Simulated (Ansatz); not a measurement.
A nudged elastic band was laid between two geometries of ClGaH4N2 + FH (10 atoms, charge 0, multiplicity 1).

Theory: Ansatz, RHF/def2-SVP.

- movable images: 9
- climbing image: yes
- spring: 5.0 eV/Å²
- optimiser: quadratic models (default)
- start path: through a guess of the saddle point
- force threshold: 0.05 eV/Å
- iteration limit: 60
- end points: relaxed

Initial state:

```xyz
10
Properties=species:S:1:pos:R:3
Ga 0.007 -0.103 -0.145
Cl 0.020 -0.693 1.976
N 1.613 -0.085 -0.971
H 2.478 -0.169 -0.477
H 1.755 0.216 -1.914
N -1.614 -0.025 -0.935
H -2.472 -0.085 -0.424
H -1.768 0.260 -1.881
F 0.066 2.197 1.047
H 0.071 1.796 1.863
```

Final state:

```xyz
10
Properties=species:S:1:pos:R:3
Ga 0.013 0.601 -0.601
Cl 0.061 0.133 3.035
N 1.625 0.012 -1.139
H 1.775 -0.785 -1.723
H 2.486 0.373 -0.778
N -1.628 0.066 -1.106
H -1.816 -0.724 -1.689
H -2.469 0.457 -0.732
F 0.046 1.963 0.522
H 0.064 1.215 2.350
```

Problem. What changes between the two ends?

Solution. Bonds broken: Ga1–Cl2, F9–H10. Bonds formed: Ga1–F9, Cl2–H10. ClGaH4N2 + FH becomes ClH + FGaH4N2.

Problem. What energy profile does the band end with?

Solution. The forces met the threshold. The highest image is number 5 of 0 to 10, 20.4 kcal/mol above the first end and 12.8 kcal/mol above the last; the last end lies 7.6 kcal/mol above the first. The profile has 2 maxima (images 5, 8) with wells between them (image 6): this band takes more than one step, which may be the mechanism or a detour left from its start path. A vibrational analysis at the climbing image gives one clearly imaginary mode, 1106i cm⁻¹: a first-order saddle point. The orbitals stay closed-shell, which can raise the energy where a bond breaks towards radicals; this wasn't checked here.

| image | path coordinate (Å) | energy (kcal/mol) | Ga1–Cl2 (Å) | F9–H10 (Å) | Ga1–F9 (Å) |
| --- | --- | --- | --- | --- | --- |
| 0 | 0.00 | 0.0 | 2.20 | 0.91 | 2.59 |
| 1 | 0.69 | 1.0 | 2.21 | 0.91 | 2.48 |
| 2 | 1.38 | 2.5 | 2.21 | 0.91 | 2.43 |
| 3 | 2.07 | 2.6 | 2.22 | 0.91 | 2.40 |
| 4 | 2.75 | 3.5 | 2.27 | 0.92 | 2.24 |
| 5 | 3.44 | 20.4 | 2.60 | 1.21 | 1.91 |
| 6 | 4.35 | 8.7 | 3.23 | 1.88 | 1.77 |
| 7 | 5.27 | 10.5 | 3.41 | 1.98 | 1.77 |
| 8 | 6.18 | 11.7 | 3.34 | 2.04 | 1.77 |
| 9 | 7.09 | 9.2 | 3.40 | 2.06 | 1.77 |
| 10 | 8.00 | 7.6 | 3.67 | 1.98 | 1.77 |

Problem. What is the geometry of the highest image?

Solution. 
```xyz
10
Properties=species:S:1:pos:R:3:forces:R:3
Ga 0.017 0.396 -0.294 0.00 0.00 0.00
Cl -0.064 -0.123 2.251 0.00 0.00 0.00
N 1.636 0.155 -1.053 0.00 0.00 0.00
H 1.887 -0.690 -1.526 0.00 0.00 0.00
H 2.448 0.634 -0.718 0.00 0.00 0.00
N -1.624 -0.064 -0.875 -0.01 0.00 -0.01
H -2.434 -0.086 -0.289 0.01 0.00 0.00
H -1.861 -0.157 -1.842 0.00 0.00 0.00
F 0.109 1.984 0.756 0.00 0.00 0.01
H 0.042 1.262 1.730 0.00 0.00 -0.01
```

The band took 20 iterations and about 12 core-minutes.

Time of the run: 6.2 min on 2 threads of Arm Neoverse V1, with other jobs on the host, peak memory 0.29 GiB.
